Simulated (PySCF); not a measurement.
# ZrCl₃⁺: double against triple zeta

Base calculation in PySCF with density fitting and no spin–orbit coupling, PBE0/def2-SVP (scalar-relativistic core potentials): singlet, C3v, Zr–Cl 2.259 Å (×3); Cl–Zr–Cl 109.1° (×3); wavenumbers 89, 111 (×2), 445, 480 (×2) cm⁻¹; dipole moment about the centre of mass 4.39 D, gap between the highest occupied and lowest empty levels 5.54 eV, polar-tensor charge of Zr 2.28 e.

What changes on going to PBE0/def2-TZVP (scalar-relativistic core potentials)?

The point group stays the same. Changes: mean bond to Zr -0.006 Å, smallest bond angle -0.1 degrees, highest wavenumber +3 cm⁻¹, lowest wavenumber +5 cm⁻¹, dipole moment about the centre of mass -0.24 D, gap between the highest occupied and lowest empty levels +0.04 eV, polar-tensor charge of Zr 0.00 e. The new structure has Zr–Cl 2.253 Å (×3); Cl–Zr–Cl 109.0° (×3), with wavenumbers 94, 115 (×2), 452, 483 (×2) cm⁻¹. The larger basis shortens the bonds, as added polarisation functions usually do.

Only the bonding shown was studied: isomers, or loss of a ligand pair, can lie lower.
